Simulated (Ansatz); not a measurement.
# One elementary step

Start structure (BHCl₃F, closed shell), relaxed at PBE0-D4/def2-TZVP:

B1  (-0.712, -0.758, 0.246)
F2  (-1.343, 0.319, -0.166)
Cl3  (-0.275, -1.978, -0.912)
Cl4  (-0.384, -0.949, 1.942)
H5  (0.861, 2.057, -0.709)
Cl6  (1.853, 1.308, -0.401)
(Å)

The step: BCl₂F ([F][B]([Cl])[Cl]) + HCl → BCl₃ ([Cl][B]([Cl])[Cl]) + HF; bonds formed: B1–Cl6, F2–H5; bonds broken: B1–F2, H5–Cl6. Program: Ansatz 0.2.0. Basis: def2-TZVPP and def2-QZVPP. Cores are frozen in the correlated methods. Extrapolation: Hartree–Fock as exp(−7.88 √X), correlation as X^−2.97. Energies below are by CCSD(T) at an estimated basis limit (MP2 extrapolated from triple and quadruple zeta, plus CCSD(T) − MP2 in triple zeta).

Problem. What are the electronic barrier and the energy of the step, from the start structure to the end structure? (Judge from chemistry; the value comes from the calculation.)

Solution. Computed: Barrier 33.36 kcal/mol; step energy 13.05 kcal/mol (uphill); reverse barrier, their difference, 20.31 kcal/mol. Barrier and step energy count from the start structure, the reverse barrier from the end structure.

The saddle point: One imaginary mode of 863i cm⁻¹.
```tsv
pair	start (Å)	saddle (Å)	end (Å)
B1–Cl6	3.36	2.02	1.75
F2–H5	2.86	1.15	0.92
B1–F2	1.31	1.54	3.03
H5–Cl6	1.28	1.56	2.61
```

Zero-point energy (harmonic, PBE0-D4): ZPE is 10.60 kcal/mol at the start and 10.00 kcal/mol at the saddle, so the barrier goes from 33.36 to 32.75 kcal/mol.

The T1 diagnostic stays at or below 0.011.

Labels in which every atom is bracketed show which atoms are joined, not bond orders.

For scale, one of the runs: CCSD(T)/def2-TZVPP, 202 basis functions, launched by `ansatz run in.yaml --threads 4 --pin off --events-out ev --progress --plain --max-ram 9574MiB`. Hardware: 4 CPU threads of an Intel Xeon, shared host. Wall time 2.2 min; peak host memory 2.4 GiB.
